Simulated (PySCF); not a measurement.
# ZrBr at ωB97M-V

Level: ωB97M-V. basis Zr def2-TZVPPD with ECP28, Br def2-TZVPPD; scalar-relativistic core potentials; PySCF 2.14.

For ZrBr, the state is quartet, unpaired electrons σ ↑, π ↑, δ ↑, a mixture of terms (⟨Lz²⟩ = 4.9) and the bond length is 2.539 Å. The harmonic wavenumber is 258 cm⁻¹ and the force constant is 1.65 mdyn/Å. The rotational constant Be is 0.06221 cm⁻¹, the anharmonicity ωexe is 0.595 cm⁻¹ and the vibration–rotation constant αe is 0.000204 cm⁻¹. The bond order (Mayer) is 1.08. The dipole moment (positive dipole means Zr(−)Br(+)) is -3.89 D.

De is left out where the level can put another filling of the metal’s s and d shells below the measured ground configuration, by anything from nothing to about 1 eV. Spin–orbit coupling is left out, which matters for elements this heavy, above all for dissociation energies. With d or f electrons several states lie close, and the lowest PBE0 determinant need not be the measured ground state.
